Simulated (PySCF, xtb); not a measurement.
H₄NSi, SMILES [NH][SiH3] (connectivity only; charge and spin as stated), charge -1, multiplicity 1.

GFN2-xTB (xtb) at its own geometry gives an orbital gap of 5.51 eV.

Geometry optimised at PBE0-D3(BJ)/def2-TZVPD. The spin state was assumed, not searched. The isomer is the one that the SMILES or the coordinates give; other isomers of the formula were not compared.

Task: What does HF/def2-TZVPD (PySCF) give? (Estimate from the structure and the level; the computed values follow.)

Result: gap 8.99 eV (levels -3.13 and 5.86 eV).
